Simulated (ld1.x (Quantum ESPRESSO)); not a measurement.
# Before and after: PAW potential for tellurium

Te, PAW, made with ld1.x (Quantum ESPRESSO) 7.5 (PBEsol, scalar-relativistic). Core [Ar] 3d10 4s2, reference 4p6 4d10 5s1.5 5p4.5. Waves: 5s (bound): rcut 1.65, rcutus 1.85 bohr; 5s channel at -0.7 Ry: rcut 1.65, rcutus 1.85 bohr; 4p (bound): rcut 1.05, rcutus 1.25 bohr; 5p (bound): rcut 1.05, rcutus 1.25 bohr; 4d (bound): rcut 0.85, rcutus 0.95 bohr; 4d channel at -0.45 Ry: rcut 0.85, rcutus 0.95 bohr. Local part: all-electron potential smoothed inside 1.60 bohr (lloc = -1). Core correction: Bessel-smoothed model core, default radius (core density twice the valence density). Augmentation charge: PSQ, inside the norm-conserving radii.

Change: waves 4d (bound): rcut 0.78, rcutus 0.82 bohr; 4d channel at -0.45 Ry: rcut 0.78, rcutus 0.82 bohr.

Cutoffs: the cutoffs (Ry, on a coarse ladder) from which the occupation-weighted sum of valence levels, in a spherical-Bessel basis at the reference potential, stays within 10 and 1 mRy of its value at 400 Ry; they do not see the model core or the augmentation charge, which bear on the density cutoff. Errors are all-electron minus pseudo energies relative to the spin-unpolarised reference configuration.

Question: How do hardness, ghosts and transferability respond?

Answer: The potential gets neither clearly harder nor softer (160 Ry and 300 Ry → 180 Ry and 300 Ry); both files keep a bound ghost (s); of the 7 tests that both files solve, the error grows in 0 and shrinks in 1 by more than 15 % and 0.3 meV (median size 2.5 → 2.5 meV).

| quantity | base | changed |
| --- | --- | --- |
| cutoff, loose | 160 Ry | 180 Ry |
| cutoff, tight | 300 Ry | 300 Ry |
| loose cutoff by channel (10 mRy a level) | s 8 Ry, p 70 Ry, d 100 Ry | s 8 Ry, p 70 Ry, d 140 Ry |
| bound ghosts | s | s |
| error for 4p6 4d10 5s2 5p4, meV [ΔE -4.62 eV] | -0.1 | -0.1 |
| error for 4p6 4d10 5s2 5p3, meV [ΔE 5.14 eV] | -2.5 | -2.5 |
| error for 4p6 4d10 5s2 5p2, meV [ΔE 23.10 eV] | -7.5 | -7.7 |
| error for 4p6 4d10 5s0 5p6, meV [ΔE 14.15 eV] | +1.8 | +1.5 |
| error for 4p6 4d10 5s1 5p4, meV [ΔE 15.01 eV] | -2.1 | -2.1 |
| error for 4p5 4d10 5s2 5p4, meV [ΔE 118.12 eV] | -157 | -156 |
| error for 4p6 4d10 5s2 5p0, meV [ΔE 86.58 eV] | -29 | -29 |
| s: phases at 2.00 bohr within 0.05 rad from the reference energy up to (Ry; the scan ends near 5) | to the end of the scan | to the end of the scan |
| p: phases at 2.00 bohr within 0.05 rad from the reference energy up to (Ry; the scan ends near 5) | to the end of the scan | to the end of the scan |
| d: phases at 2.00 bohr within 0.05 rad from the reference energy up to (Ry; the scan ends near 5) | to the end of the scan | to the end of the scan |
| lowest overlap eigenvalue by channel | s 0.37, p 0.13, d 0.96 | s 0.37, p 0.13, d 0.92 |

 A true bound ghost makes a file unfit for plane-wave use even where its test errors are small: the radial tests pick states by their node count and pass the ghost by.
